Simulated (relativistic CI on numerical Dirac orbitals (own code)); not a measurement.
# One change at a time: K⁴⁺

Base calculation: Dirac-Coulomb-Breit CI, KLI orbitals optimised for each configuration, model QED (radiative potential, 1s self-energy scaled to tabulated hydrogen-like ionisation energies), valence Slater integrals scaled by 0.85, P86 correlation energy added to each configuration.

CI space (outside the closed core [Ne]): 3s²3p³, 3s3p⁴, 3s²3p²3d, 3p⁵, 3s3p³3d, 3s²3p²4s, 3s²3p²4p, 3p⁴3d, 3s²3p²4d, 3s3p²3d², 3s²3p²4f, 3s²3p²5s, 3s²3p²5p, 3s3p³4s, 3s²3p²5d, 3s²3p²5f, 3s²3p²6s, 3s²3p²5g, 3s3p³4p, 3s²3p²6p, 3s²3p²6d, 3s3p³4d, 3s3p³4f, 3s3p³5s, 3s²3p3d4p, 3s3p³5p, 3s3p³5d, 3s3p³5f, 3s3p³6s, 3s3p³5g, 3p⁴4s, 3s3p³6p, 3s²3p3d², 3s²3d³, 3s3p3d³, 3s²3d²4s, 3s²3d²4p, 3s²3d²4d, 3p³3d², 3p²3d³, 3p²3d²4s, 3p²3d²4p, 3p²3d²4d, 3s²3p3d4s, 3s3p3d²4s, 3s²3d4s², 3s²3d4s4p, 3s²3d4s4d, 3s²3p4s², 3s3p3d4s², 3s²4s²4p, 3s²4s²4d. Double excitations out of closed p, d and f shells are left out; levels of such configurations are missing from the list, as are those of other unlisted configurations, and high levels can miss mixing partners. These lack a partner that the ground configuration has and come out too high: 3s²3p²4f, 3s²3p²5s, 3s²3p²5p, 3s²3p²5d, 3s²3p²5f.

Variants: (1) no correlation estimate; (2) Slater integrals left unscaled; (3) Breit term removed. Shifts of the energy above 3s²3p³ ⁴S°3/2, in cm⁻¹, for the lowest level and the first level of each name with at least 55 % of one term (blank where a level changes its place among those of its configuration and J or its character, or is not in the variant):

```csv
Level,Base,Δ(1),Δ(2),Δ(3),Measured
3s²3p³ ⁴S°3/2,0.0,0.0,0.0,0.0,0.0
3s²3p³ ²D°3/2,23401.8,-7.2,+3864.8,-10.6,24012.5
3s²3p³ ²D°5/2,23651.6,-7.1,+3835.1,+27.2,24249.6
3s²3p³ ²P°1/2,38042.8,-13.9,+5710.9,+12.8,39758.1
3s²3p³ ²P°3/2,38381.9,-14.1,+5659.7,+42.2,40080.2
3s3p⁴ ⁴P5/2,140700.8,-665.0,-4174.6,-4.4,136636.5
3s3p⁴ ⁴P3/2,142090.7,-665.5,-4195.9,+32.4,138037.5
3s3p⁴ ⁴P1/2,142848.2,-665.9,-4199.5,+61.5,138804.1
3s3p⁴ ²D3/2,172887.6,-717.7,-574.0,+39.8,169579.5
3s3p⁴ ²D5/2,173010.3,-717.6,-567.1,+64.8,169705.8
3s²3p²3d ²P3/2,198683.2,-843.8,+111.1,+85.9,194805.1
3s3p⁴ ²S1/2,206239.3,-700.9,+5960.4,+64.7,205799.9
3s²3p²3d ⁴F3/2,217981.4,-994.6,-315.2,+93.2,206720.0
3s²3p²3d ⁴F5/2,218482.9,-994.8,-317.4,+126.0,207165.0
3s²3p²3d ⁴F7/2,219210.0,-995.0,-321.5,+173.8,
3s²3p²3d ⁴F9/2,220175.4,-995.2,-325.7,+239.3,
3s²3p²3d ⁴D1/2,224829.0,-996.1,+302.4,+128.2,
3s²3p²3d ⁴D5/2,224976.1,-995.6,+403.8,+148.2,222366.0
3s²3p²3d ⁴D3/2,224987.9,-996.3,+301.7,+147.0,222711.0
3s²3p²3d ⁴D7/2,225182.3,-995.7,+396.4,+174.2,
3s²3p²3d ²F5/2,226228.7,-994.0,+784.5,+171.8,
3s²3p²3d ²F7/2,227876.9,-994.2,+778.3,+250.7,
```

At this charge configurations can still be misplaced by up to about 7 % of their energy. 28 of the 38 excited levels that our extract of the measured tables holds in this range could be paired (the sources list more); they are missed by 5823 cm⁻¹ on average and 14311 at most, and levels without a partner can miss by more.

Measured levels: Sansonetti, J. Phys. Chem. Ref. Data 37, 7 (2008).

Ionisation energy from the two ground configurations alone: base 82.01 eV; no correlation estimate 80.75 eV; Slater integrals left unscaled 82.36 eV. The NIST ASD value (semi-empirical) is 82.66 eV.

LS names give the leading component of a level, which can be under half, so a name can repeat, a term be missing and a line seem to break the LS rules.
